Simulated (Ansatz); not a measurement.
**Nudged elastic band run: C$_{3}$H$_{6}$OSi**

Input:

```yaml
crystal:
  periodic: [false, false, false]
  atoms:
    - { symbol: C, position_ang: [0.157049, -1.88882, 1.706981] }
    - { symbol: O, position_ang: [1.021101, -1.471305, 0.612649] }
    - { symbol: C, position_ang: [0.589746, -0.434844, -0.049225] }
    - { symbol: C, position_ang: [0.213438, 0.542369, -0.696673] }
    - { symbol: Si, position_ang: [-0.324853, 1.979736, -1.657808] }
    - { symbol: H, position_ang: [0.057029, -1.071814, 2.439984] }
    - { symbol: H, position_ang: [0.656421, -2.755503, 2.160275] }
    - { symbol: H, position_ang: [-0.833772, -2.172743, 1.316484] }
    - { symbol: H, position_ang: [-1.620151, 2.506405, -1.110873] }
    - { symbol: H, position_ang: [0.688683, 3.085841, -1.600412] }
    - { symbol: H, position_ang: [-0.53949, 1.623778, -3.100483] }
basis:
  gaussian: { orbitals: "6-31G*" }
hamiltonian:
  xc: pbe
  dispersion: d4
neb:
  order_check: false
  images: 7
  f_tol: 0.05
  max_iterations: 60
  max_displacement: 0.5
  optimiser: fire
  final_atoms:
    - { symbol: C, position_ang: [0.1095786, -1.95238938, 1.63701214] }
    - { symbol: O, position_ang: [1.04761439, -1.43813176, 0.64965092] }
    - { symbol: C, position_ang: [0.61656437, -0.40120758, -0.01233989] }
    - { symbol: C, position_ang: [0.24075853, 0.5788066, -0.65591279] }
    - { symbol: Si, position_ang: [-0.28986718, 2.02965356, -1.6011561] }
    - { symbol: H, position_ang: [-0.82050287, -2.27406006, 1.13983088] }
    - { symbol: H, position_ang: [-0.10914897, -1.17540746, 2.38797071] }
    - { symbol: H, position_ang: [0.61480574, -2.80929724, 2.1032545] }
    - { symbol: H, position_ang: [-1.25773014, 2.85022836, -0.79836568] }
    - { symbol: H, position_ang: [0.88550229, 2.89588499, -1.9485426] }
    - { symbol: H, position_ang: [-0.97237376, 1.63901997, -2.8805031] }
  initial_path:
    images:
      - { positions_ang: [[0.157049, -1.88882, 1.706981], [1.021101, -1.471305, 0.612649], [0.589746, -0.434844, -0.049225], [0.213438, 0.542369, -0.696673], [-0.324853, 1.979736, -1.657808], [0.057029, -1.071814, 2.439984], [0.656421, -2.755503, 2.160275], [-0.833772, -2.172743, 1.316484], [-1.620151, 2.506405, -1.110873], [0.688683, 3.085841, -1.600412], [-0.53949, 1.623778, -3.100483]] }
      - { positions_ang: [[0.15853668, -1.89016824, 1.69669319], [0.97787959, -1.52293793, 0.57317811], [0.55879085, -0.46072048, -0.07737064], [0.22618824, 0.52312731, -0.70576236], [-0.31301807, 1.99309, -1.64702184], [-0.17985991, -1.17113997, 2.22596137], [0.65899683, -2.43303534, 2.23894168], [-0.61694333, -2.37400495, 1.43547389], [-1.53998149, 2.57722033, -1.03101554], [0.74449205, 3.04708473, -1.63139996], [-0.60988044, 1.65458455, -3.05677891]] }
      - { positions_ang: [[0.16002436, -1.89151649, 1.68640539], [0.93465818, -1.57457086, 0.53370722], [0.5278357, -0.48659696, -0.10551629], [0.23893848, 0.50388562, -0.71485171], [-0.30118314, 2.00644399, -1.63623568], [-0.41674883, -1.27046594, 2.01193874], [0.66157266, -2.11056769, 2.31760837], [-0.40011466, -2.5752669, 1.55446377], [-1.45981198, 2.64803566, -0.95115807], [0.8003011, 3.00832846, -1.66238792], [-0.68027087, 1.68539111, -3.01307481]] }
      - { positions_ang: [[0.16151204, -1.89286473, 1.67611758], [0.89143676, -1.62620379, 0.49423633], [0.49688055, -0.51247345, -0.13366193], [0.25168871, 0.48464392, -0.72394107], [-0.2893482, 2.01979799, -1.62544952], [-0.65363774, -1.3697919, 1.79791611], [0.66414849, -1.78810003, 2.39627505], [-0.18328599, -2.77652886, 1.67345366], [-1.37964247, 2.71885099, -0.87130061], [0.85611015, 2.96957219, -1.69337589], [-0.75066131, 1.71619766, -2.96937072]] }
      - { positions_ang: [[0.16299971, -1.89421298, 1.66582978], [0.84821535, -1.67783672, 0.45476544], [0.4659254, -0.53834993, -0.16180757], [0.26443895, 0.46540223, -0.73303043], [-0.27751327, 2.03315199, -1.61466336], [-0.89052665, -1.46911787, 1.58389349], [0.66672432, -1.46563238, 2.47494173], [0.03354268, -2.97779081, 1.79244354], [-1.29947296, 2.78966632, -0.79144315], [0.9119192, 2.93081592, -1.72436385], [-0.82105174, 1.74700421, -2.92566663]] }
      - { positions_ang: [[0.14964444, -1.90875708, 1.65862537], [0.89806511, -1.61791048, 0.50348681], [0.50358514, -0.50406434, -0.12444065], [0.25851885, 0.49375332, -0.71375102], [-0.28060175, 2.03227738, -1.61128654], [-0.87302071, -1.67035342, 1.47287783], [0.472756, -1.39307615, 2.45319898], [0.17885845, -2.93566742, 1.87014628], [-1.28903726, 2.80480683, -0.79317378], [0.90531497, 2.92208319, -1.78040854], [-0.85888225, 1.72000815, -2.91437574]] }
      - { positions_ang: [[0.13628916, -1.92330118, 1.65142096], [0.94791487, -1.55798424, 0.55220818], [0.54124489, -0.46977876, -0.08707373], [0.25259874, 0.52210442, -0.69447161], [-0.28369022, 2.03140277, -1.60790973], [-0.85551476, -1.87158896, 1.36186218], [0.27878768, -1.32051992, 2.43145622], [0.32417421, -2.89354402, 1.94784902], [-1.27860155, 2.81994734, -0.79490441], [0.89871074, 2.91335046, -1.83645323], [-0.89671275, 1.69301209, -2.90308486]] }
      - { positions_ang: [[0.12293388, -1.93784528, 1.64421655], [0.99776463, -1.498058, 0.60092955], [0.57890463, -0.43549317, -0.04970681], [0.24667863, 0.55045551, -0.6751922], [-0.2867787, 2.03052817, -1.60453291], [-0.83800882, -2.07282451, 1.25084653], [0.08481936, -1.24796369, 2.40971347], [0.46948998, -2.85142063, 2.02555176], [-1.26816585, 2.83508785, -0.79663505], [0.89210651, 2.90461772, -1.89249791], [-0.93454325, 1.66601603, -2.89179398]] }
      - { positions_ang: [[0.1095786, -1.95238938, 1.63701214], [1.04761439, -1.43813176, 0.64965092], [0.61656437, -0.40120758, -0.01233989], [0.24075853, 0.5788066, -0.65591279], [-0.28986718, 2.02965356, -1.6011561], [-0.82050287, -2.27406006, 1.13983088], [-0.10914897, -1.17540746, 2.38797071], [0.61480574, -2.80929724, 2.1032545], [-1.25773014, 2.85022836, -0.79836568], [0.88550229, 2.89588499, -1.9485426], [-0.97237376, 1.63901997, -2.8805031]] }
```

Command:

```bash
$ ansatz run input.yaml --threads 1 --pin off --max-ram 2048MiB --backend cpu --events-out ev --progress --plain --runs-dir out
```

Output, in part (warnings, iteration lines, the closing report on the highest movable image, with atoms numbered from 0):

```
NEB end point (image 0): max|allowed force component| = 1.009e-3 eV/Å (the criterion of neb.relax_end_points is 1.000e-2)
NEB end point (image 8): max|allowed force component| = 1.191e-2 eV/Å (the criterion of neb.relax_end_points is 1.000e-2)
NEB iter   1: max|band force component| = 1.456e1 eV/Å  barrier→ = 4.3114 eV  barrier← = 4.3111 eV  Δτ_max = 0.2840 Å  (238 SCF iters)
NEB iter   2: max|band force component| = 1.419e1 eV/Å  barrier→ = 2.3104 eV  barrier← = 2.3101 eV  Δτ_max = 0.0602 Å  (244 SCF iters)
NEB iter   3: max|band force component| = 8.284e0 eV/Å  barrier→ = 1.0546 eV  barrier← = 1.0543 eV  Δτ_max = 0.0896 Å  (213 SCF iters)
NEB iter   4: max|band force component| = 9.665e0 eV/Å  barrier→ = 0.6670 eV  barrier← = 0.6667 eV  Δτ_max = 0.0103 Å  (222 SCF iters)
NEB iter   5: max|band force component| = 7.213e0 eV/Å  barrier→ = 0.4919 eV  barrier← = 0.4916 eV  Δτ_max = 0.0181 Å  (216 SCF iters)
NEB iter   6: max|band force component| = 3.372e0 eV/Å  barrier→ = 0.3404 eV  barrier← = 0.3402 eV  Δτ_max = 0.0216 Å  (212 SCF iters)
NEB iter   7: max|band force component| = 2.430e0 eV/Å  barrier→ = 0.2641 eV  barrier← = 0.2638 eV  Δτ_max = 0.0006 Å  (210 SCF iters)
NEB iter   8: max|band force component| = 2.404e0 eV/Å  barrier→ = 0.2606 eV  barrier← = 0.2603 eV  Δτ_max = 0.0013 Å  (142 SCF iters)
NEB iter   9: max|band force component| = 2.352e0 eV/Å  barrier→ = 0.2539 eV  barrier← = 0.2536 eV  Δτ_max = 0.0019 Å  (150 SCF iters)
NEB iter  10: max|band force component| = 2.274e0 eV/Å  barrier→ = 0.2443 eV  barrier← = 0.2440 eV  Δτ_max = 0.0025 Å  (152 SCF iters)
NEB iter  11: max|band force component| = 2.171e0 eV/Å  barrier→ = 0.2324 eV  barrier← = 0.2321 eV  Δτ_max = 0.0031 Å  (158 SCF iters)
NEB iter  12: max|band force component| = 2.042e0 eV/Å  barrier→ = 0.2190 eV  barrier← = 0.2187 eV  Δτ_max = 0.0036 Å  (166 SCF iters)
NEB iter  13: max|band force component| = 1.889e0 eV/Å  barrier→ = 0.2047 eV  barrier← = 0.2044 eV  Δτ_max = 0.0046 Å  (169 SCF iters)
NEB iter  14: max|band force component| = 1.692e0 eV/Å  barrier→ = 0.1886 eV  barrier← = 0.1883 eV  Δτ_max = 0.0056 Å  (182 SCF iters)
NEB iter  15: max|band force component| = 1.446e0 eV/Å  barrier→ = 0.1713 eV  barrier← = 0.1710 eV  Δτ_max = 0.0067 Å  (179 SCF iters)
NEB iter  16: max|band force component| = 1.147e0 eV/Å  barrier→ = 0.1536 eV  barrier← = 0.1533 eV  Δτ_max = 0.0077 Å  (190 SCF iters)
NEB iter  17: max|band force component| = 7.961e-1 eV/Å  barrier→ = 0.1366 eV  barrier← = 0.1363 eV  Δτ_max = 0.0086 Å  (196 SCF iters)
NEB iter  18: max|band force component| = 6.508e-1 eV/Å  barrier→ = 0.1212 eV  barrier← = 0.1210 eV  Δτ_max = 0.0091 Å  (201 SCF iters)
NEB iter  19: max|band force component| = 8.592e-1 eV/Å  barrier→ = 0.1084 eV  barrier← = 0.1082 eV  Δτ_max = 0.0091 Å  (209 SCF iters)
NEB iter  20: max|band force component| = 1.022e0 eV/Å  barrier→ = 0.0976 eV  barrier← = 0.0973 eV  Δτ_max = 0.0089 Å  (208 SCF iters)
NEB iter  21: max|band force component| = 1.027e0 eV/Å  barrier→ = 0.0861 eV  barrier← = 0.0858 eV  Δτ_max = 0.0089 Å  (208 SCF iters)
NEB iter  22: max|band force component| = 8.226e-1 eV/Å  barrier→ = 0.0718 eV  barrier← = 0.0715 eV  Δτ_max = 0.0095 Å  (207 SCF iters)
NEB iter  23: max|band force component| = 4.956e-1 eV/Å  barrier→ = 0.0599 eV  barrier← = 0.0596 eV  CI = image 3  Δτ_max = 0.0113 Å  (207 SCF iters)
NEB iter  24: max|band force component| = 2.986e-1 eV/Å  barrier→ = 0.0584 eV  barrier← = 0.0581 eV  CI = image 3  Δτ_max = 0.0007 Å  (214 SCF iters)
NEB iter  25: max|band force component| = 2.641e-1 eV/Å  barrier→ = 0.0578 eV  barrier← = 0.0575 eV  CI = image 3  Δτ_max = 0.0012 Å  (149 SCF iters)
NEB iter  26: max|band force component| = 2.577e-1 eV/Å  barrier→ = 0.0569 eV  barrier← = 0.0566 eV  CI = image 3  Δτ_max = 0.0016 Å  (162 SCF iters)
NEB iter  27: max|band force component| = 2.483e-1 eV/Å  barrier→ = 0.0559 eV  barrier← = 0.0556 eV  CI = image 3  Δτ_max = 0.0022 Å  (164 SCF iters)
NEB iter  28: max|band force component| = 2.358e-1 eV/Å  barrier→ = 0.0549 eV  barrier← = 0.0546 eV  CI = image 3  Δτ_max = 0.0027 Å  (166 SCF iters)
NEB iter  29: max|band force component| = 2.203e-1 eV/Å  barrier→ = 0.0540 eV  barrier← = 0.0537 eV  CI = image 3  Δτ_max = 0.0032 Å  (167 SCF iters)
NEB iter  30: max|band force component| = 2.021e-1 eV/Å  barrier→ = 0.0534 eV  barrier← = 0.0531 eV  CI = image 3  Δτ_max = 0.0041 Å  (169 SCF iters)
NEB iter  31: max|band force component| = 1.794e-1 eV/Å  barrier→ = 0.0532 eV  barrier← = 0.0529 eV  CI = image 3  Δτ_max = 0.0005 Å  (170 SCF iters)
NEB iter  32: max|band force component| = 1.775e-1 eV/Å  barrier→ = 0.0531 eV  barrier← = 0.0528 eV  CI = image 3  Δτ_max = 0.0010 Å  (141 SCF iters)
NEB iter  33: max|band force component| = 1.739e-1 eV/Å  barrier→ = 0.0529 eV  barrier← = 0.0526 eV  CI = image 3  Δτ_max = 0.0015 Å  (148 SCF iters)
NEB iter  34: max|band force component| = 1.685e-1 eV/Å  barrier→ = 0.0528 eV  barrier← = 0.0525 eV  CI = image 3  Δτ_max = 0.0020 Å  (151 SCF iters)
NEB iter  35: max|band force component| = 1.616e-1 eV/Å  barrier→ = 0.0527 eV  barrier← = 0.0524 eV  CI = image 3  Δτ_max = 0.0024 Å  (149 SCF iters)
NEB iter  36: max|band force component| = 1.533e-1 eV/Å  barrier→ = 0.0525 eV  barrier← = 0.0522 eV  CI = image 3  Δτ_max = 0.0028 Å  (155 SCF iters)
NEB iter  37: max|band force component| = 1.436e-1 eV/Å  barrier→ = 0.0524 eV  barrier← = 0.0521 eV  CI = image 3  Δτ_max = 0.0036 Å  (158 SCF iters)
NEB iter  38: max|band force component| = 1.314e-1 eV/Å  barrier→ = 0.0523 eV  barrier← = 0.0520 eV  CI = image 3  Δτ_max = 0.0044 Å  (158 SCF iters)
NEB iter  39: max|band force component| = 1.162e-1 eV/Å  barrier→ = 0.0522 eV  barrier← = 0.0519 eV  CI = image 3  Δτ_max = 0.0054 Å  (161 SCF iters)
NEB iter  40: max|band force component| = 9.771e-2 eV/Å  barrier→ = 0.0521 eV  barrier← = 0.0518 eV  CI = image 3  Δτ_max = 0.0065 Å  (161 SCF iters)
NEB iter  41: max|band force component| = 7.964e-2 eV/Å  barrier→ = 0.0519 eV  barrier← = 0.0516 eV  CI = image 3  Δτ_max = 0.0077 Å  (164 SCF iters)
NEB iter  42: max|band force component| = 8.319e-2 eV/Å  barrier→ = 0.0519 eV  barrier← = 0.0516 eV  CI = image 3  Δτ_max = 0.0088 Å  (169 SCF iters)
NEB iter  43: max|band force component| = 7.992e-2 eV/Å  barrier→ = 0.0518 eV  barrier← = 0.0515 eV  CI = image 3  Δτ_max = 0.0006 Å  (171 SCF iters)
NEB iter  44: max|band force component| = 7.801e-2 eV/Å  barrier→ = 0.0518 eV  barrier← = 0.0515 eV  CI = image 3  Δτ_max = 0.0006 Å  (147 SCF iters)
NEB iter  45: max|band force component| = 7.640e-2 eV/Å  barrier→ = 0.0517 eV  barrier← = 0.0514 eV  CI = image 3  Δτ_max = 0.0012 Å  (142 SCF iters)
NEB iter  46: max|band force component| = 7.317e-2 eV/Å  barrier→ = 0.0517 eV  barrier← = 0.0514 eV  CI = image 3  Δτ_max = 0.0017 Å  (146 SCF iters)
NEB iter  47: max|band force component| = 6.849e-2 eV/Å  barrier→ = 0.0517 eV  barrier← = 0.0514 eV  CI = image 3  Δτ_max = 0.0022 Å  (150 SCF iters)
NEB iter  48: max|band force component| = 6.280e-2 eV/Å  barrier→ = 0.0517 eV  barrier← = 0.0514 eV  CI = image 3  Δτ_max = 0.0027 Å  (155 SCF iters)
NEB iter  49: max|band force component| = 5.648e-2 eV/Å  barrier→ = 0.0516 eV  barrier← = 0.0513 eV  CI = image 3  Δτ_max = 0.0030 Å  (155 SCF iters)
NEB iter  50: max|band force component| = 4.973e-2 eV/Å  barrier→ = 0.0516 eV  barrier← = 0.0513 eV  CI = image 3  Δτ_max = 0.0000 Å  (349 SCF iters)
Total energy: -13119.88986003 eV, -482.1470593753 hartree
Atom 0 at     0.130227    -1.909153     1.688629 Å, force    -0.000086    -0.002766     0.001976 eV/Å
Atom 1 at     0.874463    -1.609974     0.468961 Å, force    -0.011566    -0.007558    -0.000338 eV/Å
Atom 2 at     0.532463    -0.511069    -0.137189 Å, force    -0.012732     0.011050    -0.000597 eV/Å
Atom 3 at     0.216619     0.519043    -0.733400 Å, force     0.005810    -0.008410     0.006453 eV/Å
Atom 4 at    -0.275074     2.022054    -1.611837 Å, force    -0.000249     0.010373    -0.008643 eV/Å
Atom 5 at    -0.709316    -1.207748     1.802907 Å, force    -0.008908    -0.014194     0.006919 eV/Å
Atom 6 at     0.821285    -1.824799     2.541730 Å, force     0.003591     0.005007    -0.004327 eV/Å
Atom 7 at    -0.238839    -2.941347     1.596358 Å, force     0.014898    -0.007010     0.009843 eV/Å
Atom 8 at    -1.404832     2.691424    -0.883133 Å, force     0.002276     0.000768    -0.000146 eV/Å
Atom 9 at     0.859661     3.000302    -1.706534 Å, force     0.001110     0.005069    -0.008376 eV/Å
Atom 10 at    -0.741458     1.714366    -3.005592 Å, force     0.005857     0.007671    -0.002763 eV/Å
Dipole moment:    -0.140688    -0.354264     0.510853 e Å
```

The run converged. Another band between the same ends (7 images) ends at a top of the same energy, where a vibrational analysis finds 1 clearly imaginary mode.

Final band (atoms are numbered from 1 in the order of the input):

```csv
image,path coordinate (Å),energy (kJ/mol),dihedral H6–C1–O2–C3 (°)
0,0.00,0.0,-60
1,0.64,1.4,-40
2,1.27,4.3,-17
3,1.90,5.0,8
4,2.35,3.5,25
5,2.78,1.9,37
6,3.20,0.8,46
7,3.59,0.2,54
8,3.97,0.0,61
```

Run time: 11 min on 1 thread of AMD EPYC 7R43 64-Core Processor (Zen 3) (shared host), peak memory 0.14 GiB.
